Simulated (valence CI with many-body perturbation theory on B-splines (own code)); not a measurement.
# E1 transitions of Cs⁶⁺

Method: valence CI with perturbative core correlation (CI+MBPT): three valence electrons over a frozen Dirac-Fock core [Kr] 4d10, radial functions for each j: 8 s, 8 p, 9 d, 9 f, 6 g, 3 h, 2 i, with the one-electron correlation potential Σ1 (screened to all orders), the two-electron term Σ2, the three-electron term Σ3, Breit, model QED; selected single and double excitations, second order for the rest, scaled by the run's own slope (own B-spline code, finite nucleus).

Against 48 measured levels this calculation errs by 286 cm⁻¹ on average and by 971 at most. These come from a selection out of Sansonetti, J. Phys. Chem. Ref. Data 38, 761 (2009). Levels without a partner in it may be off by more, other configurations by several thousand cm⁻¹. 2 measured levels below the end of the list, from 297071 cm⁻¹ on, found no clear computed partner, and computed levels of the same name lie up to 1606 cm⁻¹ from them.

Lines 101 to 150 of 209 in falling wavelength, among levels below 44.194 eV, chosen from the strongest by gf and those to the six lowest levels. Wavelengths and rates use the calculated energies, so an error of 300 cm⁻¹ moves a line at 659.9 Å by 0.2 % and its rate by three times that or more. Electric multipoles are in the length gauge, E1 and E2 with the static RPA response of the core. Weak lines are less certain than strong ones. Lines between different terms over intervals too small for the method are left out, as are lines whose strength nearly cancels. Where a level lies close to another of its J and parity, the split of strength between their lines is uncertain. The highest levels of a list are the least certain.

Names give the largest LS component (configuration and term), which can be under half, so a name can repeat, a term be missing and a line seem to break the LS rules; names also repeat where a configuration has a term twice. Letters in brackets count levels of one name in rising energy.

| λ vac (Å) | λ from measured levels | Upper | Lower | A (s⁻¹) | S (a.u.) |
| --- | --- | --- | --- | --- | --- |
| 660.6 |  | 5s5p5d ⁴F°_5/2 | 5s5p² ²D_5/2 | 1.43e+08 | 1.22e-01 |
| 659.9 | 661.4 | 4f5s5p ²G_7/2 [b] | 4f5s² ²F°_5/2 | 6.08e+09 | 6.90e+00 |
| 657.2 | 657.7 | 5p³ ²P°_1/2 | 5s5p² ²D_3/2 | 4.34e+09 | 1.22e+00 |
| 654.3 | 653.3 | 5s5p5d ²D°_5/2 | 5s5p² ²P_3/2 | 2.74e+08 | 2.28e-01 |
| 651.4 |  | 5s5p5d ⁴F°_3/2 | 5s5p² ²D_3/2 | 2.66e+08 | 1.45e-01 |
| 643.2 | 643.7 | 5p³ ²P°_3/2 | 5s5p² ²D_5/2 | 2.60e+09 | 1.36e+00 |
| 637.9 |  | 5p³ ⁴S°_3/2 [a] | 5s5p² ⁴P_1/2 | 1.39e+09 | 7.14e-01 |
| 637.1 |  | 5p³ ⁴S°_3/2 [b] | 5s5p² ⁴P_3/2 | 2.91e+09 | 1.49e+00 |
| 633.6 | 635.3 | 4f5s5p ²D_3/2 [b] | 4f5s² ²F°_5/2 | 1.00e+10 | 5.03e+00 |
| 631.8 | 633.5 | 4f5s5p ²D_5/2 [b] | 4f5s² ²F°_7/2 | 9.52e+09 | 7.11e+00 |
| 631.7 | 632.3 | 5p³ ²D°_5/2 | 5s5p² ⁴P_3/2 | 1.10e+07 | 8.25e-03 |
| 631.2 | 632.5 | 5s5p² ²P_1/2 | 5s²5p ²P°_1/2 | 1.00e+10 | 2.49e+00 |
| 629.0 | 629.7 | 5s5p² ²S_1/2 | 5s²5p ²P°_3/2 | 7.21e+09 | 1.77e+00 |
| 628.7 | 630.4 | 4f5s5p ²D_5/2 [b] | 4f5s² ²F°_5/2 | 4.35e+08 | 3.20e-01 |
| 623.4 | 625.2 | 5s5p² ²P_3/2 | 5s²5p ²P°_3/2 | 1.11e+10 | 5.31e+00 |
| 619.4 | 619.8 | 5p³ ²P°_3/2 | 5s5p² ²D_3/2 | 4.11e+08 | 1.93e-01 |
| 610.4 | 611.6 | 5s5p5d ⁴P°_5/2 | 5s5p² ²D_5/2 | 8.86e+08 | 5.97e-01 |
| 602.5 | 602.3 | 5s5p5d ²D°_3/2 | 5s5p² ²P_1/2 | 2.26e+09 | 9.77e-01 |
| 598.9 |  | 5p³ ⁴S°_3/2 [b] | 5s5p² ⁴P_1/2 | 1.25e+09 | 5.31e-01 |
| 593.4 | 593.0 | 5s5p5d ⁴P°_3/2 | 5s5p² ²P_1/2 | 5.29e+08 | 2.18e-01 |
| 592.3 | 592.2 | 5s5p5d ²P°_3/2 | 5s5p² ²P_3/2 | 2.66e+09 | 1.09e+00 |
| 588.9 | 589.9 | 5s5p5d ⁴P°_5/2 | 5s5p² ²D_3/2 | 1.35e+08 | 8.19e-02 |
| 587.3 | 588.2 | 5s5p5d ²P°_3/2 | 5s5p² ²S_1/2 | 4.94e+08 | 1.98e-01 |
| 583.6 | 584.7 | 5s5p5d ⁴D°_3/2 | 5s5p² ²D_3/2 | 9.30e+08 | 3.65e-01 |
| 582.1 | 583.2 | 5s5p5d ⁴D°_1/2 | 5s5p² ²D_3/2 | 7.53e+06 | 1.47e-03 |
| 579.5 |  | 5s5p5d ⁴F°_3/2 | 5s5p² ⁴P_5/2 | 1.65e+07 | 6.34e-03 |
| 568.2 | 569.3 | 5s5p5d ²F°_5/2 | 5s5p² ²D_5/2 | 1.23e+09 | 6.67e-01 |
| 566.8 |  | 5s5p5d ⁴F°_5/2 | 5s5p² ⁴P_5/2 | 4.92e+08 | 2.65e-01 |
| 563.9 | 565.1 | 5s5p5d ²D°_3/2 | 5s5p² ²D_5/2 | 5.47e+08 | 1.94e-01 |
| 562.1 | 563.3 | 5s5p5d ⁴D°_7/2 | 5s5p² ²D_5/2 | 1.02e+09 | 7.18e-01 |
| 560.6 | 561.2 | 5s5p² ²S_1/2 | 5s²5p ²P°_1/2 | 8.22e+08 | 1.43e-01 |
| 558.2 | 559.1 | 5s5p5d ⁴D°_5/2 | 5s5p² ²D_5/2 | 5.20e+08 | 2.68e-01 |
| 557.8 | 558.8 | 5p³ ²P°_1/2 | 5s5p² ⁴P_3/2 | 3.60e+07 | 6.16e-03 |
| 556.1 | 557.6 | 5s5p² ²P_3/2 | 5s²5p ²P°_1/2 | 3.11e+09 | 1.06e+00 |
| 556.0 | 557.0 | 5s5p5d ⁴P°_3/2 | 5s5p² ²D_5/2 | 2.23e+09 | 7.55e-01 |
| 554.2 | 556.5 | 5s²6p ²P°_1/2 | 5s5p² ²D_3/2 | 1.59e+09 | 2.67e-01 |
| 554.0 | 554.7 | 5p³ ²P°_3/2 | 5s5p² ⁴P_5/2 | 2.97e+07 | 9.96e-03 |
| 553.7 |  | 5s5p5d ⁴F°_3/2 | 5s5p² ⁴P_3/2 | 3.80e+08 | 1.27e-01 |
| 550.9 | 552.9 | 5s²6p ²P°_3/2 | 5s5p² ²D_5/2 | 3.01e+08 | 9.94e-02 |
| 549.6 | 550.4 | 5s5p5d ²F°_5/2 | 5s5p² ²D_3/2 | 6.71e+09 | 3.30e+00 |
| 548.2 |  | 5s5p5d ⁴F°_7/2 | 5s5p² ⁴P_5/2 | 1.97e+09 | 1.28e+00 |
| 545.5 | 546.6 | 5s5p5d ²D°_3/2 | 5s5p² ²D_3/2 | 7.29e+09 | 2.33e+00 |
| 542.1 |  | 5s5p5d ⁴F°_5/2 | 5s5p² ⁴P_3/2 | 7.63e+08 | 3.60e-01 |
| 540.2 | 540.9 | 5s5p5d ⁴D°_5/2 | 5s5p² ²D_3/2 | 1.62e+09 | 7.56e-01 |
| 539.5 | 540.0 | 5s5p5d ⁴P°_1/2 | 5s5p² ²D_3/2 | 1.22e+08 | 1.89e-02 |
| 538.9 | 539.9 | 5s5p5d ²D°_5/2 | 5s5p² ²D_5/2 | 1.13e+10 | 5.22e+00 |
| 538.1 | 539.0 | 5s5p5d ⁴P°_3/2 | 5s5p² ²D_3/2 | 1.05e+09 | 3.22e-01 |
| 534.4 | 535.9 | 5s²5d ²D_3/2 | 5s²5p ²P°_3/2 | 4.36e+09 | 1.31e+00 |
| 533.3 | 535.1 | 5s²6p ²P°_3/2 | 5s5p² ²D_3/2 | 2.67e+09 | 8.01e-01 |
| 530.4 | 531.2 | 5p³ ²P°_3/2 | 5s5p² ⁴P_3/2 | 2.01e+08 | 5.93e-02 |
